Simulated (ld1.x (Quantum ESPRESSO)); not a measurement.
Before and after: TM potential for Te (Z = 52)

* Element: tellurium
* Generator: ld1.x (Quantum ESPRESSO) 7.5
* Type: norm-conserving Troullier–Martins (Kleinman–Bylander form)
* Functional: BP86
* Relativity: scalar-relativistic
* Frozen core: [Kr]
* Valence charge: 16
* Reference configuration: 4d10 5s2 5p4
* Partial waves: 5s (bound): rc 1.60 bohr; 5p (bound): rc 2.10 bohr; 4d (bound): rc 1.00 bohr; 4f channel at 0.15 Ry: rc 1.65 bohr
* Local potential: all-electron potential smoothed inside 1.20 bohr (lloc = -2)
* Core correction: a·sin(br)/r model core inside 1.00 bohr

Change: wave 5s (bound): rc 1.60 bohr becomes 5s (bound): rc 1.88 bohr.

Cutoffs: the cutoffs (Ry, on a coarse ladder) from which the occupation-weighted sum of valence levels, in a spherical-Bessel basis at the reference potential, stays within 10 and 1 mRy of its value at 400 Ry; they do not see the model core or the augmentation charge, which bear on the density cutoff. Errors are all-electron minus pseudo energies relative to the spin-unpolarised reference configuration.

Question: Predict the effect on cutoff, ghosts and configuration errors.

Answer: The potential gets neither clearly harder nor softer (120 Ry and 200 Ry → 120 Ry and 200 Ry); both files keep a bound ghost (s); of the 7 tests that both files solve, the error grows in 2 and shrinks in 0 by more than 15 % and 0.3 meV (median size 20.4 → 21.3 meV).

```tsv
quantity	base	changed
cutoff, loose	120 Ry	120 Ry
cutoff, tight	200 Ry	200 Ry
loose cutoff by channel (10 mRy a level)	s 25 Ry, p 10 Ry, d 100 Ry	s 21 Ry, p 10 Ry, d 100 Ry
bound ghosts	s	s
error for 4d10 5s2 5p3, meV [ΔE 9.86 eV]	+3.7	+3.9
error for 4d10 5s2 5p2, meV [ΔE 27.94 eV]	+20	+21
error for 4d10 5s2 5p1, meV [ΔE 55.02 eV]	+36	+39
error for 4d9 5s2 5p4, meV [ΔE 49.33 eV]	+23	+30
error for 4d10 5s0 5p6, meV [ΔE 18.77 eV]	+5.0	+6.4
error for 4d10 5s1 5p4, meV [ΔE 19.72 eV]	+19	+19
error for 4d9 5s2 5p5, meV [ΔE 38.22 eV]	-144	-136
s: phases at 2.29 bohr within 0.05 rad from the reference energy up to (Ry; the scan ends near 5)	4.2	4.0
p: phases at 2.29 bohr within 0.05 rad from the reference energy up to (Ry; the scan ends near 5)	0.5	0.5
d: phases at 2.29 bohr within 0.05 rad from the reference energy up to (Ry; the scan ends near 5)	to the end of the scan	to the end of the scan
f: phases at 2.29 bohr within 0.05 rad from the reference energy up to (Ry; the scan ends near 5)	3.7	3.7
```

 A true bound ghost makes a file unfit for plane-wave use even where its test errors are small: the radial tests pick states by their node count and pass the ghost by.
